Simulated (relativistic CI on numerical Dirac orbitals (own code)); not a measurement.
Computed by Dirac-Coulomb-Breit CI, separate exchange-only KLI orbitals for each configuration, QED by a radiative potential, unscaled Slater integrals (own radial code, finite nucleus).

The strongest absorption lines from the ground level of an ion, among the configurations computed and to levels below about 11700 eV (vacuum wavelength in Å, gf): 1.0591 (0.88), 1.2363 (0.9), 1.2372 (1.5), 1.2375 (2.1), 1.2459 (0.5), 1.2591 (0.83), 1.3971 (4.2), 1.3996 (1.4).

Which ion is it?
A. Hf LXIII
B. Hf LXV
C. Pb LXXV
D. Ho LX

B. Hf LXV has 8 electrons and the ground level 2s2 2p4 3P_2; the strongest line goes to 2s2 2p3 3d 3D°_3. The pattern of lines fixes the number of electrons, and along that sequence the line energies rise steadily with the charge (about as its square where n changes within one kind of shell, about linearly where n is kept but much faster in heavy ions where fine structure, which grows about as Z⁴, sets the gap, and irregularly where shells cross), which fixes Z. Configurations outside the model, such as inner-shell arrays, can give stronger lines. At this charge energies of transitions that change n are usually good to better than 1 %, and those within a shell (Δn = 0) to a few per cent.

LS names give the leading component of a level, which can be under half, so a name can repeat, a term be missing and a line seem to break the LS rules.
